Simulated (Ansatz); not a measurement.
**Nudged elastic band run: Ba₁₆H**

The input (input.yaml):

```yaml
crystal:
  lattice:
    - [10.04, 0.0, 0.0]
    - [0.0, 10.04, 0.0]
    - [0.0, 0.0, 10.04]
  atoms:
    - { symbol: Ba, position: [0.00411918, 0.00014014, 0.00650332] }
    - { symbol: Ba, position: [0.49314542, 0.0001392, -0.0066036] }
    - { symbol: Ba, position: [-0.00047132, 0.50014445, 0.01909737] }
    - { symbol: Ba, position: [0.00412339, 0.00014117, 0.4924668] }
    - { symbol: Ba, position: [0.2507446, 0.26970596, 0.24946098] }
    - { symbol: Ba, position: [0.51149382, 0.500139, -0.0077785] }
    - { symbol: Ba, position: [0.49315674, 0.00013933, 0.50557521] }
    - { symbol: Ba, position: [0.73864509, 0.2428985, 0.24948116] }
    - { symbol: Ba, position: [-0.00045518, 0.50014456, 0.47978268] }
    - { symbol: Ba, position: [0.25074816, 0.73059383, 0.24946098] }
    - { symbol: Ba, position: [0.24602916, 0.25713154, 0.7494737] }
    - { symbol: Ba, position: [0.51148629, 0.50013939, 0.50673757] }
    - { symbol: Ba, position: [0.73864299, 0.75738044, 0.24948161] }
    - { symbol: Ba, position: [0.75707794, 0.24414157, 0.74948036] }
    - { symbol: Ba, position: [0.2460305, 0.74314445, 0.74947473] }
    - { symbol: Ba, position: [0.75708069, 0.75613379, 0.74948031] }
    - { symbol: H, position: [0.12526356, 0.50015868, 0.24940673] }
basis:
  ecutwfc: 420.0
kpoints:
  mp_grid: { grid: [2, 2, 2] }
hamiltonian:
  xc: pbe
  dispersion: d3bj
scf:
  occupations: { method: fermi_dirac, width: 0.05 }
  lower_state_search: "off"
neb:
  images: 5
  f_tol: 0.05
  initial_path: linear
  max_iterations: 49
  spring: { min: 2.0, max: 10.0 }
  final_atoms:
    - { symbol: Ba, position: [0.00696454, -0.00019036, 0.00419641] }
    - { symbol: Ba, position: [0.49259435, -0.00019122, 0.00419991] }
    - { symbol: Ba, position: [0.01964977, 0.49980235, -0.00070925] }
    - { symbol: Ba, position: [-0.00663475, -0.0001854, 0.49292189] }
    - { symbol: Ba, position: [0.24976539, 0.26947021, 0.25092731] }
    - { symbol: Ba, position: [0.47986201, 0.49980221, -0.00070127] }
    - { symbol: Ba, position: [0.50620357, -0.00018555, 0.49293619] }
    - { symbol: Ba, position: [0.74977332, 0.25700739, 0.2458324] }
    - { symbol: Ba, position: [-0.00780992, 0.49981217, 0.51181937] }
    - { symbol: Ba, position: [0.24976518, 0.73012037, 0.25092171] }
    - { symbol: Ba, position: [0.24977749, 0.24220388, 0.7381977] }
    - { symbol: Ba, position: [0.5073704, 0.49981136, 0.51181403] }
    - { symbol: Ba, position: [0.7497727, 0.74262054, 0.24582922] }
    - { symbol: Ba, position: [0.74978031, 0.24353458, 0.75722381] }
    - { symbol: Ba, position: [0.24977663, 0.75742455, 0.73820224] }
    - { symbol: Ba, position: [0.74978017, 0.7561016, 0.75721332] }
    - { symbol: H, position: [0.24973175, 0.49977697, 0.12531264] }
  order_check: true
```

Run as:

```bash
$ ansatz run input.yaml --threads 4 --pin off --max-ram 10240MiB --backend cpu --events-out ev --progress --plain --runs-dir out
```

Output, in part (warnings, iteration lines):

```
NEB end point (image 0): max|allowed force component| = 3.243e-3 eV/Å (the criterion of neb.relax_end_points is 1.000e-2)
NEB end point (image 6): max|allowed force component| = 3.881e-3 eV/Å (the criterion of neb.relax_end_points is 1.000e-2)
NEB iter   1: max|band force component| = 7.806e-1 eV/Å  barrier→ = 0.1782 eV  barrier← = 0.1781 eV  Δτ_max = 0.0921 Å  (49 SCF iters)
NEB iter   2: max|band force component| = 1.229e-1 eV/Å  barrier→ = 0.1573 eV  barrier← = 0.1572 eV  CI = image 3  Δτ_max = 0.1351 Å  (30 SCF iters)
NEB iter   3: max|band force component| = 7.725e-2 eV/Å  barrier→ = 0.1353 eV  barrier← = 0.1353 eV  CI = image 3  Δτ_max = 0.1421 Å  (31 SCF iters)
NEB iter   4: max|band force component| = 2.892e-1 eV/Å  barrier→ = 0.1267 eV  barrier← = 0.1266 eV  CI = image 3  Δτ_max = 0.0453 Å  (34 SCF iters)
NEB iter   5: max|band force component| = 1.519e-2 eV/Å  barrier→ = 0.1256 eV  barrier← = 0.1255 eV  CI = image 3  Δτ_max = 0.0000 Å  (212 SCF iters)
```

It converged. By the program's own check the climbing image is a first-order saddle point (lowest curvatures found: -0.65 and 0.27 eV/Å²). Limits of this set-up: coarse k mesh, odd electron count without spin, a small cell, in which the defect meets its images, a typed lattice constant that wasn't relaxed here.

Final band (atoms are numbered from 1 in the order of the input):

```tsv
image	path coordinate (Å)	energy (eV)	Ba9–H17 (Å)	Ba6–H17 (Å)
0	0.00	0.000	2.63	4.66
1	0.57	0.046	2.81	4.13
2	0.89	0.103	3.09	3.74
3	1.17	0.126	3.40	3.40
4	1.45	0.102	3.74	3.09
5	1.77	0.046	4.14	2.81
6	2.34	0.000	4.66	2.63
```

Time of the run: 8 min on 4 threads of Intel(R) Xeon(R) Platinum 8488C (Sapphire Rapids), with other jobs on the host, peak memory 5 GiB.
